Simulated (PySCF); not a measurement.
C₄H₈FPSi.
Numbering: `[CH3:1][SiH:2]([CH3:3])[P:4]1[CH:5]=[C:6]1[F:7]` (hydrogens: H8, H9, H10 on C1; H11 on Si2; H12, H13, H14 on C3; H15 on C5)

Computed with PySCF at wB97X-D/def2-SVPD, non-relativistic, on one gas-phase PBE0-D3(BJ)/def2-SVP geometry that isn't relaxed in the solvent. The solvent is an IEF-PCM continuum (van der Waals radii × 1.2), and excitations are vertical TDDFT with non-equilibrium linear response and a frozen core. Specific hydrogen bonds and non-electrostatic terms are outside this model.

Gas-phase singlets (H = HOMO, L = LUMO):

| state | E (eV) | λ (nm) | f | leading configurations |
| --- | --- | --- | --- | --- |
| S1 | 4.140 | 299 | 0.002 | H→L 94% |
| S2 | 4.930 | 251 | 0.007 | H→L+1 95% |
| S3 | 5.599 | 221 | 0.014 | H→L+2 57%, H→L+3 30% |
| S4 | 6.147 | 202 | 0.052 | H→L+4 34%, H→L+3 28% |
| S5 | 6.582 | 188 | 0.032 | H-1→L+1 27%, H-1→L 24% |

Problem. How does the list change in chloroform (ε = 4.711)?

Solution. 
```json
{"state": "S1", "E (eV)": "4.146", "λ (nm)": "299", "f": "0.003", "leading configurations": "H→L 95%", "change by rank (eV)": "+0.006"}
{"state": "S2", "E (eV)": "4.966", "λ (nm)": "250", "f": "0.011", "leading configurations": "H→L+1 95%", "change by rank (eV)": "+0.036"}
{"state": "S3", "E (eV)": "5.602", "λ (nm)": "221", "f": "0.029", "leading configurations": "H→L+2 72%, H→L+3 17%", "change by rank (eV)": "+0.003"}
{"state": "S4", "E (eV)": "6.147", "λ (nm)": "202", "f": "0.106", "leading configurations": "H→L+4 42%, H→L+3 32%", "change by rank (eV)": "0.000"}
{"state": "S5", "E (eV)": "6.595", "λ (nm)": "188", "f": "0.051", "leading configurations": "H-1→L+1 24%, H-1→L 21%", "change by rank (eV)": "+0.013"}
```

Problem. How do the frontier levels move from gas to chloroform?

Solution. 
```
orbital  gas (eV)  solvent (eV)  change (eV)
 LUMO+2      2.10          2.18        +0.08
 LUMO+1      1.63          1.71        +0.08
   LUMO      1.10          1.16        +0.06
   HOMO     -7.92         -7.90        +0.02
 HOMO-1    -10.26        -10.20        +0.06
 HOMO-2    -10.52        -10.41        +0.11
 HOMO-3    -11.17        -11.07        +0.10
```

The HOMO–LUMO gap goes from 9.02 to 9.07 eV. Rows go by rank; for HOMO-2 and HOMO-1 the atom shares or the degeneracy differ between the runs, so the row needn't follow one orbital.

The values belong to the conformer `[CH3:1][SiH:2]([CH3:3])[P:4]1[CH:5]=[C:6]1[F:7]`: C1–Si2–P4–C5 -30°.
